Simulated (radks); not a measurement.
Bi II, configuration [Hg] 6p2. All-electron calculation, scalar-relativistic Kohn-Sham, OLYP, spin-polarised, spherical densities, finite nucleus; open shells are filled with parallel spins first (spin-orbit coupling, left out, can overturn this in heavy ions); Fermi nuclear charge, rms radius 5.5211 fm. Program: a radial shooting solver on a logarithmic mesh with Libxc functionals. Some entries of the table are withheld. Estimate them.

| orbital | occ. | eigenvalue (eV) | <r> (bohr) | <1/r> (bohr^-1) |
|---|---|---|---|---|
| 1s up | 1 | -90616.69 | 0.01580 | 103.2 |
| 1s down | 1 | -90616.66 | 0.01580 | 103.2 |
| 2s up | 1 | -16297.80 | 0.06649 | 24.25 |
| 2s down | 1 | -16297.79 | 0.06649 | 24.25 |
| 2p up | 3 | -13950.77 | 0.06054 | 21.22 |
| 2p down | 3 | -13950.75 | 0.06054 | 21.22 |
| 3s up | 1 | -3941.911 | 0.1716 | 8.988 |
| 3s down | 1 | -3941.893 | 0.1716 | 8.988 |
| 3p up | 3 | -3270.919 | 0.1737 | 8.111 |
| 3p down | 3 | -3270.899 | 0.1737 | 8.111 |
| 3d up | 5 | -2596.004 | 0.1574 | 7.606 |
| 3d down | 5 | -2595.986 | 0.1574 | 7.606 |
| 4s up | 1 | -911.2909 | 0.3770 | 3.879 |
| 4s down | 1 | -911.2650 | 0.3770 | 3.879 |
| 4p up | 3 | -691.2378 | 0.4024 | 3.481 |
| 4p down | 3 | -691.2087 | 0.4024 | 3.482 |
| 4d up | 5 | -439.4426 | 0.4221 | 3.134 |
| 4d down | 5 | -439.4085 | 0.4221 | 3.134 |
| 5s up | 1 | -166.1666 | 0.8304 | 1.647 |
| 5s down | 1 | -166.1066 | 0.8306 | 1.646 |
| 4f up | 7 | -161.9005 | 0.4402 | 2.750 |
| 4f down | 7 | -161.8610 | 0.4402 | 2.750 |
| 5p up | 3 | -104.2744 | 0.9471 | (1) |
| 5p down | 3 | -104.2430 | 0.9468 | (2) |
| 5d up | 5 | -35.4018 | 1.232 | 1.066 |
| 5d down | 5 | -35.2044 | 1.220 | 1.074 |
| 6s up | 1 | -22.4896 | (3) | 0.6013 |
| 6s down | 1 | -21.0186 | (4) | 0.6099 |
| 6p up | 2 | -11.8433 | 2.766 | (5) |
| 6p down | 0 | -10.4046 | 2.923 | (6) |

Answer. 
(1) 5p up <1/r> (bohr^-1): 1.411
(2) 5p down <1/r> (bohr^-1): 1.411
(3) 6s up <r> (bohr): 2.126
(4) 6s down <r> (bohr): 2.115
(5) 6p up <1/r> (bohr^-1): 0.4544
(6) 6p down <1/r> (bohr^-1): 0.4344
